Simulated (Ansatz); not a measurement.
## Stretch profile

BHCl2O (SMILES OB(Cl)Cl), singlet, at its PBE0-D4/def2-TZVP minimum:

```
5
angstrom
O 0.7772 0.6575 0.3849
B -0.1228 -0.2857 0.0724
Cl -0.3099 -1.6557 1.1371
Cl -1.1099 -0.1653 -1.3817
H 0.8153 1.3754 -0.2542
```

The bond length O1–H5 (0.962 Å at the minimum) is set to the values below, the two halves moving rigidly along the bond. Each method's energies count from its own value at the PBE0-D4 minimum structure. Computed with Ansatz 0.2.0 (basis: def2-TZVPP); correlated methods freeze the cores. B3LYP uses VWN-RPA correlation.

CCSD(T) energies along the scan:
| bond length (Å) | CCSD(T) (kJ/mol) |
| --- | --- |
| 0.846 | 44.0 |
| 0.880 | 20.0 |
| 0.929 | 2.8 |
| 0.986 | 1.5 |
| 1.050 | 16.4 |
| 1.118 | 44.1 |
| 1.191 | 81.7 |
| 1.267 | 124.9 |
| 1.347 | 171.8 |
They count from the CCSD(T) energy at the PBE0-D4 minimum.

Minimum and curvature along this coordinate at CCSD(T): A fifth-order fit through the nearest points gives 0.961 Å, with a curvature of about 52 eV/Å².

Task: Treat the two halves as rigid bodies and work out the harmonic wavenumber of this stretch from that curvature (ν̃ = 521.5 √(k/μ) cm⁻¹ with k in eV/Å² and μ in u).

Result: The halves weigh 97.72 and 1.01 u, so μ = 97.72 × 1.01/98.73 = 1.000 u and ν̃ = 521.5 √(52/1.000) ≈ 3800 cm⁻¹. A true normal mode mixes in other motions, so this is a guide only.

Largest difference from the CCSD(T) curve over the scan: PBE0-D4 4.3; B3LYP-D4 3.4; HF 45.5; MP2 1.3 kJ/mol. Each curve counts from its own value at the minimum.

T1 diagnostic: at most 0.013.

For scale, one of the runs: CCSD(T)/def2-TZVPP, 160 basis functions (an equivalent command: `ansatz run in.yaml --threads 2`). The run took 28 s on 2 CPU threads (shared host), with 1.2 GiB of host memory at its peak.
